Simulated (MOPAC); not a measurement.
Job for MOPAC: PM6 on BH4NO2 (SMILES NB(O)O), a point of a torsion scan.

```
PM6 1SCF PRECISE CHARGE=0 THREADS=1
BH4NO2

N      1.19843180 1    -0.13254973 1     0.28618765 1
B     -0.16925633 1     0.09882816 1     0.04403252 1
O     -1.05616019 1    -0.92086792 1    -0.21935779 1
O     -0.63549075 1     1.37421863 1     0.14903729 1
H      1.83104413 1     0.62708074 1     0.45183299 1
H      1.65179239 1    -1.01966181 1     0.17279883 1
H     -0.81120228 1    -1.77183665 1     0.13447656 1
H     -1.57644851 1     1.43152793 1    -0.01153319 1
```

It printed:

```
*******************************************************************************
 **                                                                           **
 **                              MOPAC v23.2.5                                **
 **                                                                           **
 *******************************************************************************
 ** MOPAC's Digital Object Identifier: https://doi.org/10.5281/zenodo.6511958 **
 **                                                                           **
 ** Please cite the open-source release paper for use of this MOPAC version:  **
 ** J. E. Moussa and J. J. P. Stewart (2026)                                  **
 ** MOPAC: An open-source semiempirical molecular orbital program             **
 ** J. Open Source Softw., 11(119), 8025, https://doi.org/10.21105/joss.08025 **
 *******************************************************************************

                              PM6 CALCULATION RESULTS

 *******************************************************************************
 *  PM6        - The PM6 Hamiltonian to be used
 *
 *
 *
 *                 CHARGE ON SYSTEM = 0
 *
 *
 *
 *  PRECISE    - TIGHTER CRITERIA TO BE USED
 *  1SCF       - DO 1 SCF AND THEN STOP
 *  THREADS=1  - MULTI-THREADING NOT USED
 *  T=         - A TIME OF 172800.0 SECONDS REQUESTED
 *  DUMP=N     - RESTART FILE WRITTEN EVERY 7200.0 SECONDS REQUESTED
 *******************************************************************************
PM6 1SCF PRECISE CHARGE=0 THREADS=1
 BH4NO2

   ATOM   CHEMICAL          X               Y               Z
  NUMBER   SYMBOL      (ANGSTROMS)     (ANGSTROMS)     (ANGSTROMS)

     1       N          1.19843180  *  -0.13254973  *   0.28618765  *
     2       B         -0.16925633  *   0.09882816  *   0.04403252  *
     3       O         -1.05616019  *  -0.92086792  *  -0.21935779  *
     4       O         -0.63549075  *   1.37421863  *   0.14903729  *
     5       H          1.83104413  *   0.62708074  *   0.45183299  *
     6       H          1.65179239  *  -1.01966181  *   0.17279883  *
     7       H         -0.81120228  *  -1.77183665  *   0.13447656  *
     8       H         -1.57644851  *   1.43152793  *  -0.01153319  *



          CARTESIAN COORDINATES

    NO.       ATOM           X           Y           Z

     1         N          1.1984     -0.1325      0.2862
     2         B         -0.1693      0.0988      0.0440
     3         O         -1.0562     -0.9209     -0.2194
     4         O         -0.6355      1.3742      0.1490
     5         H          1.8310      0.6271      0.4518
     6         H          1.6518     -1.0197      0.1728
     7         H         -0.8112     -1.7718      0.1345
     8         H         -1.5764      1.4315     -0.0115

 General Reference for PM6:
 "Optimization of Parameters for Semiempirical Methods V: Modification of NDDO Approximations
 and Application to 70 Elements", J. J. P. Stewart, J. Mol. Mod., 13, 1173-1213 (2007)
 URL: https://link.springer.com/article/10.1007/s00894-007-0233-4

           Empirical Formula: H4 N O2 B  =     8 atoms



      MOLECULAR POINT GROUP   :   C1


      RHF CALCULATION, NO. OF DOUBLY OCCUPIED LEVELS = 12


 -------------------------------------------------------------------------------
 PM6 1SCF PRECISE CHARGE=0 THREADS=1
 BH4NO2



     1SCF WAS SPECIFIED, SO BFGS WAS NOT USED
     SCF FIELD WAS ACHIEVED


                              PM6 CALCULATION
                                                       MOPAC v23.2.5 Linux




          FINAL HEAT OF FORMATION =       -168.94320 KCAL/MOL =    -706.85834 KJ/MOL


          COSMO AREA              =         90.50 SQUARE ANGSTROMS
          COSMO VOLUME            =         72.00 CUBIC ANGSTROMS

          IONIZATION POTENTIAL    =         10.003756 EV
          HOMO LUMO ENERGIES (EV) =        -10.004  1.753
          NO. OF FILLED LEVELS    =         12
          MOLECULAR WEIGHT        =         60.8471         POINT GROUP:  C1

          MOLECULAR DIMENSIONS (Angstroms)

            Atom       Atom       Distance
            H     8    H     6     4.05757
            H     7    H     5     3.52016
            O     3    H     5     0.36339


          SCF CALCULATIONS        =          1





   ATOM   CHEMICAL          X               Y               Z
  NUMBER   SYMBOL      (ANGSTROMS)     (ANGSTROMS)     (ANGSTROMS)

     1       N          1.19843180  *  -0.13254973  *   0.28618765  *
     2       B         -0.16925633  *   0.09882816  *   0.04403252  *
     3       O         -1.05616019  *  -0.92086792  *  -0.21935779  *
     4       O         -0.63549075  *   1.37421863  *   0.14903729  *
     5       H          1.83104413  *   0.62708074  *   0.45183299  *
     6       H          1.65179239  *  -1.01966181  *   0.17279883  *
     7       H         -0.81120228  *  -1.77183665  *   0.13447656  *
     8       H         -1.57644851  *   1.43152793  *  -0.01153319  *

                             CARTESIAN COORDINATES

   1    N        1.198431800    -0.132549730     0.286187650
   2    B       -0.169256330     0.098828160     0.044032520
   3    O       -1.056160190    -0.920867920    -0.219357790
   4    O       -0.635490750     1.374218630     0.149037290
   5    H        1.831044130     0.627080740     0.451832990
   6    H        1.651792390    -1.019661810     0.172798830
   7    H       -0.811202280    -1.771836650     0.134476560
   8    H       -1.576448510     1.431527930    -0.011533190


           Empirical Formula: H4 N O2 B  =     8 atoms



      MOLECULAR POINT GROUP   :   C1


                  EIGENVALUES
 -30.83972 -30.20169 -29.94334 -20.08759 -19.28669 -17.14627 -15.86750 -14.40131
 -13.34479 -12.82699 -11.87744 -10.00376   1.75276   2.30336   3.58576   3.94683
   5.21307   5.72409   6.34059   7.20145


              NET ATOMIC CHARGES AND DIPOLE CONTRIBUTIONS

  ATOM NO.   TYPE          CHARGE      No. of ELECS.   s-Pop       p-Pop
    1          N          -0.567431        5.5674     1.45479     4.11264
    2          B           0.486967        2.5130     0.82070     1.69234
    3          O          -0.578783        6.5788     1.71712     4.86166
    4          O          -0.523696        6.5237     1.72161     4.80208
    5          H           0.254468        0.7455     0.74553
    6          H           0.245081        0.7549     0.75492
    7          H           0.340899        0.6591     0.65910
    8          H           0.342495        0.6575     0.65750
 DIPOLE           X         Y         Z       TOTAL
 POINT-CHG.     1.133    -1.284     0.515     1.789
 HYBRID         0.083    -0.285    -0.084     0.309
 SUM            1.217    -1.570     0.431     2.032


          ATOMIC ORBITAL ELECTRON POPULATIONS

     Atom    s        px        py        pz
    1  N   1.45479   1.17885   1.18408   1.74971
    2  B   0.82070   0.62819   0.59733   0.46681
    3  O   1.71712   1.70393   1.35872   1.79901
    4  O   1.72161   1.41484   1.54449   1.84274
    5  H   0.74553
    6  H   0.75492
    7  H   0.65910
    8  H   0.65750

 **********************
 *                    *
 * JOB ENDED NORMALLY *
 *                    *
 **********************




 == MOPAC DONE ==
```

The run finished.

Cost: roughly 0.05 core-seconds.
